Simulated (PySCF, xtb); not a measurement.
Se(Me)(SH) (CH4SSe), SMILES C[Se]S.

The structure is a stationary point at PBE0-D3(BJ)/def2-SVP. One conformer was computed; it need not be the lowest.

Level of theory: C-PCM-ωB97X/def2-SVP run with PySCF 2.14.0.

The values are the electrostatic part of the solvation free energy, E(continuum) − E(gas) at the gas-phase geometry, in a cavity of scaled van der Waals radii (PySCF's table); cavitation and dispersion terms are not included. In vacuum the orbital gap is 10.24 eV. The dipole moment in vacuum is 1.81 D.

Computed values in water (ε = 78.36), cyclohexanone (ε = 15.62), ethanol (ε = 24.85):
```json
[
 {"solvent": "water", "ε": "78.36", "ΔG(elec) (kcal/mol)": "-3.4", "dipole (D)": "2.40", "gap (eV)": "10.30"},
 {"solvent": "cyclohexanone", "ε": "15.62", "ΔG(elec) (kcal/mol)": "-3.2", "dipole (D)": "2.36", "gap (eV)": "10.30"},
 {"solvent": "ethanol", "ε": "24.85", "ΔG(elec) (kcal/mol)": "-3.3", "dipole (D)": "2.37", "gap (eV)": "10.30"}
]
```

For comparison, GFN2-xTB/ALPB(water) (xtb, at the GFN2-xTB geometry, all terms of that model) gives -1.2 kcal/mol.
